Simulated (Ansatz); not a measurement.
Program: Ansatz 0.2.0.

Basis-set series for C$_{3}$H$_{7}$ClGeO (`CC(C)[O][Ge][Cl]`). Total charge 0; spin multiplicity 1. Geometry: relaxed with PBE0-D4/def2-TZVP. It is one conformer, not always the lowest.

Cartesian coordinates in Å:
```
C 0.209 0.537 -1.400
C -0.197 -0.240 -0.165
C -1.328 0.424 0.592
O 0.930 -0.340 0.699
Ge 1.598 -1.931 1.117
Cl 3.206 -1.192 2.401
H 0.558 1.533 -1.116
H 1.018 0.030 -1.929
H -0.637 0.646 -2.083
H -0.523 -1.248 -0.474
H -1.604 -0.164 1.470
H -2.210 0.529 -0.044
H -1.020 1.416 0.929
```

| functional | basis | functions | energy (Eh) | HOMO (eV) | LUMO (eV) |
| --- | --- | --- | --- | --- | --- |
| PBE0-D4 | def2-TZVPP | 312 | -2730.49291 | -7.56 | -2.20 |
| PBE0-D4 | def2-QZVPP | 597 | -2730.56263 | -7.61 | -2.26 |
| ωB97M-V | def2-TZVPP | 312 | -2730.90170 | -9.73 | -0.26 |
| ωB97M-V | def2-QZVPP | 597 | -2730.96932 | -9.79 | -0.40 |

Q: Give the rows for def2-SVP. (Estimate.)

A: The calculation gave: 
```tsv
functional	basis	functions	energy (Eh)	HOMO (eV)	LUMO (eV)
PBE0-D4	def2-SVP	141	-2729.85224	-7.47	-2.10
ωB97M-V	def2-SVP	141	-2730.25347	-9.61	-0.11
```

Scalar relativity is left out up to krypton.
